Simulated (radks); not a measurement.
The numbers below are computed, except where a source is named.
Orbital eigenvalues (eV) of the neon ion Ne+, [He] 2s2 2p5, of relativity; Dirac values are averaged over j with weights 2j + 1. Spin-unpolarised spherical Kohn-Sham, LDA (Slater exchange, Perdew-Wang correlation), point nucleus unless stated (finite: rms radius 3.0055 fm), a radial shooting solver on a logarithmic mesh with Libxc functionals. A level marked "c x" has the speed of light scaled by that factor and shares open shells by 2j + 1; other Dirac levels either fill j = l - 1/2 first or share by 2j + 1.

| shell | non-rel. |
|---|---|
| 1s | -847.23 |
| 2s | -55.161 |
| 2p | -32.450 |
| 3s (empty) | -6.6790 |
| 3p (empty) | -3.8605 |

Give the values at the level "Dirac, 2j+1 shares".

Answer. 
shell       Dirac, 2j+1 shares  change of magnitude (%)
1s                     -848.33                    +0.13
2s                     -55.294                    +0.24
2p                     -32.435                    -0.05
3s (empty)             -6.6897                    +0.16
3p (empty)             -3.8606                    0.00
